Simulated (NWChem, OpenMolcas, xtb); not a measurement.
# InCl (SMILES [Cl][In]): the dipole moment, rung by rung

InCl: 2 atoms, total charge 0, spin state singlet. SMILES: `[Cl][In]`. The shape is that of a PBE0-D4/def2-TZVP optimisation.

```xyz
2

Cl    0.0000    0.0000   -0.0139
In    0.0000    0.0000    2.3996
```

Each level gives the dipole moment (D). The values are calculated.

```csv
level,kind,program,value (D)
GFN0-xTB,semi-empirical,xtb,7.19
HF/def2-TZVPPD (core potential),Hartree–Fock,NWChem,3.52
SVWN5/def2-TZVPPD (core potential),LDA,OpenMolcas,3.40
PBE/def2-TZVPPD (core potential),GGA,NWChem,3.42
revPBE/def2-TZVPPD (core potential),GGA,OpenMolcas,3.43
r2SCAN/def2-TZVPPD (core potential),meta-GGA,OpenMolcas,3.40
PBE0/def2-TZVPPD (core potential),global hybrid,OpenMolcas,3.55
CAM-B3LYP/def2-TZVPPD (core potential),range-separated hybrid,NWChem,3.66
wB97X/def2-TZVPPD (core potential),range-separated hybrid,NWChem,3.64
```

The values span 3.40 to 7.19 D. Magnitudes only.
